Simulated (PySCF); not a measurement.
A series of related molecules

The calculation used TDDFT wB97X-D/def2-SVPD circular dichroism and optical rotation, one conformer, gas phase in PySCF 2.14.0. Geometry: GFN2-xTB.

Each molecule in one low-energy conformer. The parent is N[SiH2]NC1[C@@H](F)[C@@H]1F.

The molecule is flexible and this is one conformer; a measurement averages over conformers.

Q: How does the specific rotation at 589.3 nm (origin-invariant length gauge) change along this series?
- N[SiH2]NC1[C@@H](F)[C@@H]1F (base)
- N[SiH2]N[C@@H]1[C@H](F)[C@@H]1F (diastereomer)
- N[SiH2]N[C@H]1[C@H](F)[C@@H]1F (diastereomer)

A: 
| molecule | [α]589 (deg dm⁻¹ (g/mL)⁻¹) | S1 (eV) | R(S1), velocity form (10⁻⁴⁰ esu² cm²) |
| --- | --- | --- | --- |
| N[SiH2]NC1[C@@H](F)[C@@H]1F | +10.0 | 6.29 | -3.2 |
| N[SiH2]N[C@@H]1[C@H](F)[C@@H]1F | -192.3 | 5.89 | -1.1 |
| N[SiH2]N[C@H]1[C@H](F)[C@@H]1F | -298.3 | 6.27 | -20.5 |

The specific rotation at 589.3 nm (origin-invariant length gauge) is lowest for N[SiH2]N[C@H]1[C@H](F)[C@@H]1F and highest for N[SiH2]NC1[C@@H](F)[C@@H]1F.
